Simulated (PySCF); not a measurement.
# ZnH at UHF-SCS-MP2

Level: UHF-SCS-MP2. PySCF, spin-free X2C with a Gaussian nucleus, basis sets Zn x2c-TZVPPall, H x2c-TZVPPall.

* state: ²Σ⁺ (doublet), unpaired electrons σ ↑
* bond length: 1.566 Å
* harmonic wavenumber: 1702 cm⁻¹
* force constant: 1.69 mdyn/Å
* rotational constant Be: 6.932 cm⁻¹
* anharmonicity ωexe: 40.6 cm⁻¹
* vibration–rotation constant αe: 0.247 cm⁻¹
* well depth De to Zn + H: 0.88 eV
* dissociation energy D0: 0.77 eV

Correlated steps freeze 5 core orbitals. The state was picked by a PBE0 search and need not be the measured ground state.
